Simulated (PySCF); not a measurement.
Structure problem from calculated spectra and properties.

Elements present: C, F, H, N and Si. Monoisotopic mass: 178.9874 u.

| Property | Result |
| --- | --- |
| Dipole | 2.86 D [PBE0/pcSseg-1] |
| 1H NMR | chemical shifts (computed TMS as zero) by class: 5.92 (1 H), 5.90 (1 H), 4.55 (1 H), 4.45 (1 H), 3.91 (3 H), 0.29 (3 H) ppm [GIAO PBE0/pcSseg-1] |
| NMR, other nuclei | isotropic shieldings of nuclei other than C and H, by class: -106 (1 N), 426 (1 F), 335 (1 Si), 411 (1 Si), 455 (1 Si), 483 (1 Si) ppm [GIAO PBE0/pcSseg-1] |
| Rotational structure | rotational constants A, B, C: 0.815, 0.758, 0.640 GHz [GFN2-xTB] |
| 13C NMR | chemical shifts (computed TMS as zero) by class: 121.4 (1 C), -8.1 (1 C) ppm [GIAO PBE0/pcSseg-1] |

The electronic properties come from PySCF, for the isolated species, density fitting. Levels stand in brackets. Isolated species at its GFN2-xTB geometry (one conformer only). GFN2-xTB frequencies show an imaginary mode (27i cm⁻¹), so this geometry is no minimum at that level. NMR classes are plain means over equivalent atoms (diastereotopic ones count apart unless rotation or inversion swaps them), as if these changed places fast.

Question: Which formula fits the mass and the elements?

Answer: C2H10FNSi4 (calculated 178.9874). No other formula that holds each of these elements comes within 0.0003 u with a fitting electron parity and a possible valence count.

Question: What is the compound? Reason from the data.

Answer: Numbering: `[CH3:1][SiH2:2][Si@:3]([SiH3:4])([C:5]#[N:6])[SiH2:7][F:8]`. Its formula, C2H10FNSi4, gives 2 degrees of unsaturation: 0 rings and 2 π bonds in the structure found. 2 carbons fall into 2 classes; from least to most shielded: cyano carbon [C5] (121.4 ppm), Si-methyl carbon [C1] (-8.1 ppm). Hydrogen classes from least to most shielded: 1 H on a fluorine-bound silicon, Si7 (5.92 ppm), 1 H on a fluorine-bound silicon, Si7 (5.90 ppm), 1 H on an SiH2 silicon, Si2 (4.55 ppm), 1 H on an SiH2 silicon, Si2 (4.45 ppm), 3 H on an SiH3 silicon, Si4 (3.91 ppm), 3 H on an Si-methyl carbon, C1 (0.29 ppm). The other shieldings belong to: -106 ppm, cyano nitrogen [N6]; 426 ppm, silicon-bound fluorine [F8]; 335 ppm, fluorine-bound silicon [Si7]; 411 ppm, SiH2 silicon [Si2]; 455 ppm, SiH3 silicon [Si4]; 483 ppm, four-coordinate silicon [Si3]. The optimised geometry has point group C1 and is an asymmetric top. Structure: `C[SiH2][Si@]([SiH3])(C#N)[SiH2]F`. Computed isomers that give other values at the same levels: `N#CC[Si@@H](F)[SiH2][SiH2][SiH3]` (13C chemical shifts (computed TMS as zero) by class: 125.1 (1 C), 7.7 (1 C) ppm); `FC([SiH3])=C1[SiH2]N([SiH3])[SiH2]1` (13C chemical shifts (computed TMS as zero) by class: 181.6 (1 C), 135.8 (1 C) ppm); `N#C[SiH2]C[Si](F)([SiH3])[SiH3]` (13C chemical shifts (computed TMS as zero) by class: 124.4 (1 C), 5.1 (1 C) ppm). The assignments are read from this structure; whether some other isomer fits the data as well wasn't checked. The mirror image fits equally.

The values belong to the conformer `[CH3:1][SiH2:2][Si@:3]([SiH3:4])([C:5]#[N:6])[SiH2:7][F:8]`: C1–Si2–Si3–Si4 -69°, Si2–Si3–Si7–F8 -62°.
